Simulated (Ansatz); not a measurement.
CH6NSbSi can be A, `C1[NH][SbH][SiH2]1`, or B, `C=N[SiH2][SbH2]`.

Calculated with Ansatz (gas phase, PBE0-D4/def2-TZVP geometries, no zero-point term in ΔE). CCSD(T)/CBS adds triple-zeta CCSD(T) − MP2 to the extrapolated MP2 energy (def2 sets, frozen cores). DFT in def2-TZVPP. B3LYP here is the variant with VWN-RPA as its local correlation; programs differ in this. def2 core potentials past Kr. For Sb outer-core shells are correlated without core-valence functions, which leaves a few kJ/mol of doubt a bond. Each species was taken in one conformer, which may not be the lowest.

A:

Z-matrix (Å, degrees):
```
C
Si 1 1.905
N 1 1.481 2 102.2
H 1 1.094 2 116.5 3 -122.4
H 1 1.096 2 110.4 3 115.5
Sb 2 2.572 1 77.9 3 -19.4
H 2 1.492 1 111.0 3 87.1
H 2 1.492 1 120.2 3 -144.7
H 3 1.014 1 110.4 2 -93.0
H 6 1.716 2 90.6 1 -76.9
```

B:

Z-matrix (Å, degrees):
```
Si
N 1 1.743
Sb 1 2.586 2 117.6
H 1 1.486 2 107.0 3 -121.8
H 1 1.486 2 107.0 3 121.9
C 2 1.256 1 126.8 3 -0.2
H 3 1.710 1 91.3 2 -46.0
H 3 1.710 1 91.3 2 45.3
H 6 1.096 2 120.0 1 -180.0
H 6 1.101 2 124.2 1 0.0
```

Problem. Which isomer does CCSD(T)/CBS put lower? Give the gap. (An estimate is asked.)

Solution. The calculation gave: B, by 5.9 kcal/mol.

Problem. Give E(B) − E(A) in kcal/mol with B3LYP, B3LYP-D4, B2PLYP, CCSD(T)/def2-TZVPP, PBE0-D4, ωB97M-V, CCSD/def2-TZVPP. (Estimate.)

Solution. The calculation gave: B3LYP -10.7, B3LYP-D4 -9.9, B2PLYP -9.1, CCSD(T)/def2-TZVPP -8.0, PBE0-D4 -4.6, ωB97M-V -7.3, CCSD/def2-TZVPP -8.9. None reverses the order clearly.

Largest T1 diagnostic: 0.014.

In def2-TZVPP, CCSD(T) changes the Hartree–Fock value by +9.2 kcal/mol (the triples alone add +0.9 kcal/mol) and MP2 by +11.9 kcal/mol. The D4 term adds +0.8 kcal/mol with B3LYP and +0.3 kcal/mol with PBE0; it sums over pairs of atoms, weighted by their polarisabilities, and B3LYP, whose exchange is more repulsive, gets the larger term.
